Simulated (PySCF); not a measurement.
A structure optimised at PBE-D3(BJ)/def2-SVP, used in a PySCF frequency run:

```xyz
9

O     -1.9893    -0.0166     0.2855
C     -0.8188     0.7365     0.4497
C      0.4199    -0.0114    -0.0327
F      0.2619    -0.3732    -1.3379
F      1.5195     0.7703     0.0497
F      0.6511    -1.1370     0.6696
H     -2.0648    -0.2226    -0.6657
H     -0.6915     0.9452     1.5310
H     -0.8288     1.7182    -0.0843
```

Task: Write its SMILES and formula.

Result: OCC(F)(F)F, C₂H₃F₃O

Task: What are its rotational constants (standard atomic weights)?

Result: 5.2281, 2.8003, 2.7711 GHz
